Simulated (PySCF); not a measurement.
SrF, SMILES [F][Sr+], charge +1. Coordinates come from a B3LYP-D3(BJ)/def2-TZVPD optimisation. The multiplicity is an assumed one; other spin states were not compared. The def2 effective core potentials stand for the cores of Sr; spin–orbit coupling is left out.

Calculation: B3LYP-D3(BJ)/def2-TZVPD in PySCF 2.14.0.

Harmonic wavenumbers (cm⁻¹): 573. Rotational constants (GHz): 7.925 (linear); symmetry number 1.

Q: Work out the zero-point energy and the ideal-gas rigid-rotor harmonic-oscillator thermochemistry at 298.15 K and 1 atm.

A: ZPE = ½ Σ hcν = ½ × 573 cm⁻¹ = 3.43 kJ/mol. H − E(el) = 12.57 kJ/mol. Entropy in J/(mol K): translation 166.98, rotation 63.72, vibration 2.08, total 232.79. G − E(el) = -56.84 kJ/mol. Cp = 33.66 J/(mol K).
